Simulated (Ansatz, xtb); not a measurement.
# A geometry optimisation of CH3BClF with r2SCAN-D4/def2-SVP

The starting geometry of this gas-phase singlet was built from a drawn formula by distance geometry and a force field; its bonds are those of `F[CH+][BH2-]Cl`.

```csv
atom,x (Å),y (Å),z (Å)
C,-0.6438,0.0212,-0.3150
B,-0.3756,1.4636,-0.8980
Cl,1.3746,1.5688,-1.4544
F,-1.6042,-0.7749,-0.9037
H,-0.0657,-0.3545,0.5183
H,-1.0742,1.6659,-1.8002
H,-0.5654,2.2622,-0.0541
```

**Question.** Where would you expect an optimisation with r2SCAN-D4/def2-SVP to take it?

**Answer.** It rearranges to `FCBCl`. Contacts that open: B2–H7 (1.18 → 2.20 Å). Contacts that close: C1–H7 (2.26 → 1.11 Å).

The energy falls by 2.54 eV over 19 steps:

| step | E − E(last) (eV) |
| --- | --- |
| 1 | 2.542 |
| 3 | 1.963 |
| 5 | 1.826 |
| 7 | 1.414 |
| 9 | 0.823 |
| 11 | 0.307 |
| 13 | 0.111 |
| 15 | 0.025 |
| 17 | 0.000 |
| 19 | 0.000 |

Final geometry (Å):

```csv
atom,x (Å),y (Å),z (Å)
C,-0.6973,0.4361,-0.1970
B,-0.1885,1.3093,-1.3901
Cl,1.3994,2.0451,-1.2530
F,-1.9565,-0.0981,-0.4089
H,0.0209,-0.3864,0.0015
H,-0.8239,1.5045,-2.3924
H,-0.7083,1.0419,0.7328
```

From the same start GFN2-xTB reaches the same bonding as this run.

No frequencies were run, so the end isn't proven a minimum. Run with Ansatz 0.2.0, 28 s on 2 threads of Arm Neoverse V2 (shared host).
